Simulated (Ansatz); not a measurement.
C9H6N4, SMILES C1=NC2N3C(N=CC=2)=NC=CC3=C1.

Geometry: PBE0-D3(BJ)/def2-SVP.

Two levels are set side by side: PBE/def2-SVPD (Ansatz, a program for electronic structure) and CAM-B3LYP/def2-SVPD (Ansatz). Energy differences of separate SCF runs at the same geometry. Differences are taken from unrounded values.

```tsv
quantity	CAM-B3LYP	PBE	PBE minus CAM-B3LYP
vertical singlet–triplet gap (eV)	1.96	1.75	-0.21
```
